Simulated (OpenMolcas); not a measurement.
**Mo2+: the spin-orbit constant, worked from levels**

| Property | Result |
| --- | --- |
| Program | OpenMolcas |
| Basis | ANO-RCC-VQZP [8s7p5d3f2g1h] |
| Scalar Hamiltonian | DKH2, point nucleus |
| Active space | 4 electrons in 6 orbitals (4d 5s) |
| State averaging | 2S+1 = 5 even, 15 roots; 2S+1 = 3 even, 95 roots kept (CI in the orbitals of an earlier block); 2S+1 = 1 even, 90 roots kept (CI in the orbitals of an earlier block) |
| Spin-orbit coupling | RASSI with atomic mean-field integrals over the reference wave functions, term energies averaged over their components |

Methods: CASSCF; MS-CASPT2, IPEA 0.25 Eh, imaginary shift 0.1 Eh (closed shells correlated: 4s 4p). Measured levels: Sugar and Musgrove, J. Phys. Chem. Ref. Data 17, 155 (1988).

**The spin-orbit constant.** For the Hund term 5D of d4, E(J) = (A/2) J(J+1) + constant and ζ = 2S·A = 4A. From J = 0 to J = 4 the energy changes by 10 A.

| Source | E(4) - E(0) | A | ζ |
| --- | --- | --- | --- |
| CASSCF | 1908.0 | 190.8 | 763 |
| MS-CASPT2 | 1935.6 | 193.6 | 774 |
| measured | 1872.3 | 187.2 | 749 |

All in cm-1. MS-CASPT2 is off by +3.4 % and CASSCF by +1.9 %. Both methods take the spin-orbit matrix elements from the reference wave functions, so the second can move ζ only through the term energies and any multistate remixing. Second-order mixing with other terms is absorbed into this ζ.

Configurations are named by rounded mean occupations; where the s occupation lies near a half they are strongly mixed, a name can repeat and a true partner stay unpaired. Without dynamic correlation excited terms often stand tens of per cent too high (terms of higher spin than the ground term too low), and those without a measured partner can miss by more than the paired ones (holds for CASSCF). Blocks of more than 70 roots (2S+1 = 3 even, 1 even) ran without multistate coupling (holds for MS-CASPT2). Computed and measured levels are paired by configuration, term and J; levels that our copy of the source lacks, or whose pairing is in doubt (as where it misses far off the trend of its configuration), stay unpaired and out of the deviations. Only configurations of the active space appear.
